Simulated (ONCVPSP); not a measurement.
# Potentials for Ti (Z = 22) compared

Generated with ld1.x 7.5 (TM, RRKJ, ultrasoft, PAW), atompaw 4.2 or ONCVPSP 4.0.1. The cutoff is in Ry: for ld1.x and atompaw files where the sum of valence levels is converged to 10 mRy in a Bessel basis, for ONCV files where the hardest occupied wave has 1 mHa per electron of residual kinetic energy. The error is the largest all-electron minus pseudo excitation energy over each file’s own four to seven test configurations (ionisations up to +4, promotions, holes and added fractions of an electron), all of which were solved. The labels leave out finer settings (local radius, basis sizes, second energies), which also bear on the numbers. Spin-polarised tests are not counted. The rows are a selection from randomly drawn settings: files with unsolved tests, undetermined cutoffs or missed reference levels are left out.

A true bound ghost makes a file unfit for plane-wave use even where its test errors are small: the radial tests pick states by their node count and pass the ghost by.

| potential | cutoff (Ry) | largest error (meV) | bound ghosts |
| --- | --- | --- | --- |
| ONCV, PBE, scalar-relativistic, rc 2.75/1.00/1.40 (spd), local smoothed, core correction no, reference 3p6 3d2 4s1, qcut 1.9/7.6/11.5, projectors 2/3/2 | 121 | -164 | s, p |
| ONCV, PBE, scalar-relativistic, rc 1.60/1.50/1.95 (spd), local smoothed, core correction yes, reference 3s2 3p6 3d2, qcut 6/8.8/7.2, projectors 1/3/3 | 46 | -795 | none |
| ONCV, PBE, scalar-relativistic, rc 1.70/1.70/1.80 (spd), local smoothed, core correction yes, reference 3s2 3p6 3d2 4s1, qcut 7.5/8/7.8, projectors 2/2/2 | 53 | +64 | none |
| ONCV, PBEsol, fully relativistic, rc 1.85/1.70/2.60 (spd), local smoothed, core correction no, reference 3s2 3p6 3d2 4s1.75 4p0.25, qcut 7.8/8.4/6.4, projectors 2/3/1 | 42 | -2.0 | none |
| ONCV, PBEsol, scalar-relativistic, rc 1.70/1.00/2.45 (spd), local smoothed, core correction yes, reference 3s2 3p6 3d2 4s2, qcut 6.2/6.6/5.1, projectors 2/2/2 | 137 | +389 | none |
| ONCV, BLYP, scalar-relativistic, rc 1.85/1.65/2.60 (spd), local smoothed, core correction yes, reference 3s2 3p6 3d2 4s1.5 4p0.5, qcut 6.3/7.8/5.6, projectors 2/2/2 | 40 | -17 | none |
| ONCV, PBE, scalar-relativistic, rc 2.50/2.50/1.95 (spd), local smoothed, core correction no, reference 3d2 4s1, qcut 2.1/3.6/7.6, projectors 2/2/3 | 44 | +479 | p |

Q: Fill in the row for Ti: ONCV, PBE, scalar-relativistic, rc 1.90/1.75/2.65 (spd), local smoothed, core correction no, reference 3s2 3p6 3d2 4s2, qcut 7.7/10/7.1, projectors 2/2/2.

A: cutoff 39 Ry, largest error +227 meV, bound ghosts: none.

Q: Fill in the row for Ti: ONCV, PBE, fully relativistic, rc 1.80/1.60/1.55 (spd), local smoothed, core correction no, reference 3s2 3p6 3d2 4s2, qcut 7.5/8.8/11.2, projectors 3/1/2.

A: cutoff 82 Ry, largest error +16 meV, bound ghosts: none.
